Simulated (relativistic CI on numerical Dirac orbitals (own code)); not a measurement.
**Kr VII: calculation against measurement**

Calculated at this level of theory: Dirac-Coulomb-Breit CI, separate exchange-only KLI orbitals for each configuration, model QED, unscaled Slater integrals (own radial code, finite nucleus).

CI space (outside the closed core [Ar]): 3d10.4s2, 3d10.4s.4p, 3d10.4p2, 3d10.4s.4d, 3d10.4s.4f, 3d10.4d2, 3d10.4p.4d, 3d10.4s.5s, 3d10.4f2, 3d10.4s.5p, 3d10.4p.4f, 3d10.4s.5d, 3d10.4p.5s, 3d10.4s.6s, 3d10.4s.6p, 3d10.4s.5f, 3d10.4s.5g, 3d10.4d.4f, 3d10.4s.6d, 3d10.4s.7s, 3d10.4s.7p, 3d10.4s.7d, 3d9.4s2.4p, 3d10.4d.5s, 3d10.5s2, 3d10.4f.5s. Double excitations out of closed p, d and f shells are left out; levels of such configurations are missing from the list, as are those of other unlisted configurations, and high levels can miss mixing partners. These lack a partner that the ground configuration has and come out too high: 3d9.4s2.4p.

| Configuration | Term (tabulated) | J | Measured (cm⁻¹) | Computed | Error | Purity (%) |
| --- | --- | --- | --- | --- | --- | --- |
| 3d10.4s2 | 1S | 0 | 0.0 | 0 | 0 | 97 |
| 3d10.4s.4p | 3P° | 0 | 117389.6 | 113534 | -3855 | 100 |
| 3d10.4s.4p | 3P° | 1 | 120094.8 | 116227 | -3868 | 99 |
| 3d10.4s.4p | 3P° | 2 | 126553.0 | 122479 | -4074 | 100 |
| 3d10.4s.4p | 1P° | 1 | 170835.0 | 173479 | 2644 | 97 |
| 3d10.4p2 | 3P | 0 | 274931.7 | 272878 | -2053 | 97 |
| 3d10.4p2 | 3P | 1 | 279414.5 | 277031 | -2384 | 100 |
| 3d10.4p2 | 1D | 2 | 279714.8 | 275646 | -4068 | 66 |
| 3d10.4p2 | 3P | 2 | 288190.2 | 284863 | -3328 | 78 |
| 3d10.4p2 | 1S | 0 | 321794.0 | 325143 | 3349 | 93 |
| 3d10.4s.4d | 3D | 1 | 349973.1 | 346571 | -3402 | 100 |
| 3d10.4s.4d | 3D | 2 | 350416.8 | 347000 | -3417 | 100 |
| 3d10.4s.4d | 3D | 3 | 351116.2 | 347666 | -3450 | 100 |
| 3d10.4s.4d | 1D | 2 | 379488.3 | 381068 | 1580 | 82 |
| 3d10.4s.5s | 3S | 1 | 438644.0 | 435072 | -3572 | 100 |
| 3d10.4p.4d | 3F° | 3 | 479655.0 | 471798 | -7857 | 91 |
| 3d10.4p.4d | 3F° | 4 | 484543.0 | 476415 | -8128 | 91 |
| 3d10.4p.4d | 1D° | 2 | 487650.0 | 481403 | -6247 | 91 |
| 3d10.4s.5p | 3P° | 0 | 492776.0 | 488182 | -4594 | 96 |
| 3d10.4s.5p | 3P° | 1 | 493219.0 | 488770 | -4449 | 88 |
| 3d10.4s.5p | 3P° | 2 | 495578.4 | 491061 | -4517 | 88 |
| 3d10.4s.4f | 3F° | 2 | 530349.0 | 526810 | -3539 | 93 |
| 3d10.4s.4f | 3F° | 3 | 530491.0 | 527013 | -3478 | 92 |
| 3d10.4s.4f | 3F° | 4 | 530772.0 | 527318 | -3454 | 91 |
| 3d10.4s.5d | 3D | 1 | 578470.0 | 574183 | -4287 | 100 |
| 3d10.4s.5d | 3D | 2 | 578722.0 | 574354 | -4368 | 100 |
| 3d10.4s.5d | 3D | 3 | 579109.0 | 574637 | -4472 | 100 |

Measured levels from Saloman, J. Phys. Chem. Ref. Data 36, 215 (2007); pairs were made by configuration, J and term (by order where the table uses no LS term), so strongly mixed levels may be paired wrongly.

Mean error by configuration (cm⁻¹): 3d10.4s.4p -2288; 3d10.4p2 -1697; 3d10.4s.4d -2172; 3d10.4s.5s -3572; 3d10.4p.4d -7411; 3d10.4s.5p -4520; 3d10.4s.4f -3490; 3d10.4s.5d -4375. Over the excited levels the mean absolute error is 4017 cm⁻¹ (26 of the 26 excited levels that our extract of the source holds in range could be paired), and the median relative error of those above 1,000 cm⁻¹ is 0.95 %.
